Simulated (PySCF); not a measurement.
## La+ (lanthanum, charge +1) across methods

[Xe] 5d2, high-spin 3F determinant. All numbers are calculated (PySCF 2.14, scalar relativity by spin-free X2C-1e, in x2c-TZVPPall (11s7p7d3f1g, 97 functions)).

```
   method  E (hartree)  mean ε 5p α (eV)  mean ε 5p β (eV)  mean ε 5d α (eV)  Σ⟨r²⟩ (bohr²)   ⟨S²⟩
     PBE0     -8491.91           -28.511           -27.498            -8.797          59.92  2.003
      UHF  -8489.08703           -33.197           -31.340           -10.883          60.38  2.010
  wB97X-V     -8491.96           -30.984           -30.014           -10.627          59.70  2.003
      PBE     -8491.84           -26.628           -25.869            -7.926          60.26  2.002
BHandHLYP     -8492.26           -30.183           -29.004            -9.473          60.10  2.004
   r2SCAN     -8492.25           -27.163           -26.368            -8.068          60.06  2.004
      LDA     -8485.04           -26.819           -26.137            -7.885          60.35  2.001
    TPSSh     -8491.93           -27.508           -26.601            -8.262          59.91  2.003
```

Spin-orbit coupling, absent here, splits the open shell strongly.
